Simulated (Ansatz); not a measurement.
Ansatz (a quantum-chemistry and plane-wave program) input for C₂H₉N₃Si, SMILES C/C=N/[SiH](N)N, PBE/def2-SVPD. The structure is a stationary point at PBE0-D3(BJ)/def2-SVP. The structure was generated by enumeration; whether it is a known compound was not checked. The values are those of a single conformer.

Ansatz 0.2 input:
```yaml
crystal:
  periodic: [false, false, false]
  atoms:
    - {symbol: C, position_ang: [3.06181143, 0.30539435, -0.59565985]}
    - {symbol: C, position_ang: [1.76569305, 0.08973282, 0.11728881]}
    - {symbol: N, position_ang: [0.64053658, 0.09383475, -0.46108095]}
    - {symbol: Si, position_ang: [-0.87003656, -0.14369120, 0.41476653]}
    - {symbol: N, position_ang: [-1.65007707, -1.39379374, -0.46646770]}
    - {symbol: N, position_ang: [-1.92980214, 1.20870330, 0.45912486]}
    - {symbol: H, position_ang: [3.72881263, -0.56025535, -0.44718622]}
    - {symbol: H, position_ang: [2.88597055, 0.45880005, -1.66859257]}
    - {symbol: H, position_ang: [3.58746137, 1.17968160, -0.17636814]}
    - {symbol: H, position_ang: [1.87025924, -0.07711081, 1.21745566]}
    - {symbol: H, position_ang: [-0.53452091, -0.40544961, 1.85872700]}
    - {symbol: H, position_ang: [-2.53232480, -1.78870304, -0.16695756]}
    - {symbol: H, position_ang: [-1.10272734, -2.04016872, -1.02077131]}
    - {symbol: H, position_ang: [-1.80370697, 1.93614172, 1.15276255]}
    - {symbol: H, position_ang: [-2.30834038, 1.57676758, -0.40660787]}
basis:
  gaussian:
    orbitals: def2-SVPD
hamiltonian:
  xc: {name: PBE}
```

Log of the run:

```
WARN ansatz: RAYON_NUM_THREADS=2 ignored (pool sized by the plan → 2); use --threads N
Functional definition: PBE
integrals: 0.14 GiB planned
1667 factors; their error is unknown
mean field: 0.94 GiB planned
mean field evaluation 1: about -14529.2394 eV, gradient 1.0e2 eV
mean field evaluation 2: about -14458.2393 eV, gradient 1.9e2 eV
mean field evaluation 4: about -14549.2132 eV, gradient 2.8e1 eV
mean field evaluation 8: about -14550.9783 eV, gradient 2.2e-1 eV
mean field evaluation 16: about -14550.9012 eV, gradient 8.5e-4 eV
mean field -14550.90123549 eV, -534.7357574493 hartree, gradient 2.3e-5 eV, S^2 0.000000; 0 other end points of the search recorded, 0 dependent functions left out
reference -14550.90128949 eV, -534.7357594337 hartree; 28, 28 occupied and 168, 168 virtual orbitals, 1667 factors
Total energy: -14550.90128949 eV, -534.7357594337 hartree
```

Self-consistency was reached.

Cost: roughly 5 core-seconds.
